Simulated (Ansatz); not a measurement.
```yaml
crystal:
  periodic: [false, false, false]
  atoms:
    - {symbol: C, position_ang: [1.821142, 2.045271, -1.381785]}
    - {symbol: C, position_ang: [0.814957, 1.222820, -1.022637]}
    - {symbol: Ge, position_ang: [-0.706608, -0.094431, -0.385350]}
    - {symbol: C, position_ang: [-0.330810, -1.257885, 1.379296]}
    - {symbol: F, position_ang: [-1.114240, -1.265107, -1.867660]}
    - {symbol: F, position_ang: [-2.314276, 0.951581, -0.150526]}
    - {symbol: H, position_ang: [2.705409, 2.777995, -1.710342]}
    - {symbol: H, position_ang: [0.657462, -1.954280, 1.209498]}
    - {symbol: H, position_ang: [-0.143083, -0.514161, 2.329098]}
    - {symbol: H, position_ang: [-1.296770, -1.969261, 1.603657]}
basis:
  gaussian: {orbitals: def2-SVPD, fitting: {mean_field: def2-universal-jkfit}}
hamiltonian: {xc: {name: B2GP-PLYP}}
accuracy: high
output: {forces: true}
```

```sh
$ ansatz run in.yaml --threads 4 --pin off --events-out ev --progress --plain --max-ram 10444MiB
```

Shortened log:

```
Functional definition: B2GP-PLYP
717 factors; integrals over basis functions are off by at most 3.4e-1 eV
mean field evaluation 1: about -65071.7022 eV, gradient 5.2e1 eV
mean field evaluation 2: about -65071.7041 eV, gradient 5.2e1 eV
mean field evaluation 4: about -65077.2016 eV, gradient 5.9e0 eV
mean field evaluation 8: about -65077.3006 eV, gradient 8.9e-2 eV
mean field evaluation 16: about -65077.3007 eV, gradient 1.3e-4 eV
mean field -65077.30067499 eV, -2391.5466888272 hartree, gradient 1.2e-8 eV, S^2 0.000000; 0 other end points of the search recorded, 0 dependent functions left out
14 core orbitals not correlated: weight in the atoms' cores, before any rotation towards them, 1.000 or more for the frozen orbitals, at most 0.000 for the correlated occupied ones
reference -65077.30069914 eV, -2391.5466897146 hartree; 22, 22 occupied and 140, 140 virtual orbitals, 717 factors
second order -34.44153359 eV of doubles, -0.00000000 eV of singles
Total energy: -65089.69965123 eV, -2392.0023427996 hartree
Atom 0 at     1.821142     2.045271    -1.381785 Å, force    -3.908018    -3.191867     1.391020 eV/Å
Atom 1 at     0.814957     1.222820    -1.022637 Å, force     4.117004     3.317640    -1.408756 eV/Å
Atom 2 at    -0.706608    -0.094431    -0.385350 Å, force    -0.753674     0.278153    -0.886393 eV/Å
Atom 3 at    -0.330810    -1.257885     1.379296 Å, force     0.102662    -0.513126     0.735416 eV/Å
Atom 4 at    -1.114240    -1.265107    -1.867660 Å, force     0.734990     2.093752     2.631441 eV/Å
Atom 5 at    -2.314276     0.951581    -0.150526 Å, force     2.870680    -1.851445    -0.424607 eV/Å
Atom 6 at     2.705409     2.777995    -1.710342 Å, force    -2.546021    -2.100926     0.934906 eV/Å
Atom 7 at     0.657462    -1.954280     1.209498 Å, force    -2.513618     1.843721     0.268035 eV/Å
Atom 8 at    -0.143083    -0.514161     2.329098 Å, force    -0.508991    -1.762069    -2.534984 eV/Å
Atom 9 at    -1.296770    -1.969261     1.603657 Å, force     2.404986     1.886168    -0.706079 eV/Å
Dipole moment:     0.742853    -0.075524     0.616561 e Å
```

Hardware: 4 threads of an Arm Neoverse V2 on a shared host. Wall time 21 s, peak host memory 0.53 GiB.
